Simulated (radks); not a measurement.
Values are calculated unless marked as measured or tabulated.
Removal energies from the niobium ion Nb7+, [Ar] 3d10 4s2 4p(1/2: 2, 3/2: 2), by Delta-SCF beside the eigenvalue of the level emptied. Level of theory: Dirac Kohn-Sham, BLYP, spin-unpolarised, spherical densities, finite nucleus; Fermi nuclear charge, rms radius of each element as measured or else 0.836 A^(1/3) + 0.57 fm (a radial shooting solver on a logarithmic mesh with Libxc functionals). Sub-shells are occupied by j as written (lower j first in brackets).

removed from	final configuration	Delta-SCF (eV)	-eigenvalue (eV)
4p3/2	[Ar] 3d10 4s2 4p(1/2: 2, 3/2: 1)	138.37	128.98
4p1/2	[Ar] 3d10 4s2 4p(1/2: 1, 3/2: 2)	141.21	131.67
4s1/2	[Ar] 3d10 4s1 4p(1/2: 2, 3/2: 2)	166.26	156.18
3d5/2	[Ar] 3d(3/2: 4, 5/2: 5) 4s2 4p(1/2: 2, 3/2: 2)	324.19	302.77
